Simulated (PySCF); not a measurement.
C6H13NSi.
Atom-mapped SMILES: `[CH2:1]1[CH2:2][SiH2:3][N:4]([CH:5]2[CH2:6][CH2:7]2)[CH2:8]1`

Structure used (GFN2-xTB), in Å, numbered top down from 1:
```xyz
21
C6H13NSi angstrom
C     -2.054   -1.155   -0.011
C     -2.401    0.314    0.221
Si    -0.838    1.234   -0.340
N      0.119   -0.191   -0.286
C      1.530   -0.293   -0.357
C      2.369    0.911   -0.631
C      2.406    0.276    0.729
C     -0.570   -1.332    0.291
H     -2.226   -1.401   -1.060
H     -2.659   -1.827    0.602
H     -2.593    0.491    1.279
H     -3.303    0.594   -0.317
H     -0.875    1.766   -1.706
H     -0.492    2.308    0.607
H      1.856   -1.232   -0.800
H      3.227    0.797   -1.276
H      1.870    1.862   -0.730
H      3.291   -0.265    1.026
H      1.915    0.801    1.534
H     -0.183   -2.256   -0.152
H     -0.400   -1.385    1.376
```

Probes without a nucleus sit at each ring's centroid and 1 Å off its mean plane on both sides; NICS is minus the shielding there, NICSzz its component along the normal. Level: GIAO PBE0/pcSseg-1 (PySCF, non-relativistic, gas phase) on the GFN2-xTB geometry, one conformer.

Ring bond lengths (Å), with Mayer bond orders in brackets: C1–C2 1.527 (1.03), C2–Si3 1.899 (0.92), Si3–N4 1.717 (0.96), N4–C8 1.453 (0.93), C8–C1 1.525 (1.03); C5–C6 1.493 (0.99), C6–C7 1.501 (0.96), C7–C5 1.507 (0.94).

**Question.** What do the NICS probes read (ppm)?

**Answer.** 
```tsv
ring	type	NICS(0)	NICS(1), two faces	NICS(1)zz, two faces	rms pucker (Å)	centre to ring atoms, mean (Å)
C1–C2–Si3–N4–C8	5-membered ring with N and Si; formal bonds all single	-6.7	-3.5 / -3.7	-1.6 / -2.2	0.17	1.36
C5–C6–C7	3-membered carbocycle; formal bonds all single	-41.0	-7.4 / -9.1	-19.3 / -24.1	0.00	0.87
```

**Question.** What do they say, and how far can they be read as aromaticity?

**Answer.** 
- C1–C2–Si3–N4–C8: mean NICS(1)zz -1.9 ppm, near zero. C1, C2, Si3, C8 have four or more neighbours, and the NICS criterion for π rings isn't applied.
- C5–C6–C7: mean NICS(1)zz -21.7 ppm, shielded. C5, C6, C7 have four or more neighbours, so the value isn't read as a sign of a π ring current. The two faces differ by 4.8 ppm, so no symmetry operation interchanges them. NICS(0) lies 33 ppm below the mean NICS(1).

**Question.** How shielded are the nuclei of the rings and their hydrogens (means over atoms taken as equivalent)?

**Answer.** 
```tsv
atoms	environment	σ isotropic (ppm)	principal values of the symmetric part, first atom (ppm)
C1	ring CH2 carbon	157.8	140.0, 161.3, 172.2
C2	sp3 carbon bound to silicon	176.5	160.4, 172.8, 196.4
Si3	SiH2 silicon	386.5	347.4, 373.1, 439.0
N4	silicon-bound nitrogen	221.1	163.8, 217.9, 281.7
C5	sp3 carbon bound to nitrogen	153.5	117.0, 131.1, 212.3
C6 (×2)	three-membered-ring carbon	180.5	149.0, 175.1, 216.1
C8	sp3 carbon bound to nitrogen	129.6	98.1, 128.2, 162.5
H9 (×2)	methylene hydrogen	29.77	25.1, 27.9, 36.6
H11 (×2)	methylene hydrogen	30.80	26.6, 27.8, 38.2
H13 (×2)	Si–H hydrogen	27.03	23.1, 24.4, 33.4
H15	methine hydrogen	29.49	22.1, 28.3, 38.0
H16 (×2)	methylene hydrogen	31.18	24.9, 26.4, 41.7
H17 (×2)	methylene hydrogen	31.39	25.0, 29.9, 38.6
H20 (×2)	methylene hydrogen	28.77	24.2, 27.9, 34.4
```

The list is cut; further classes of hydrogen are left out.
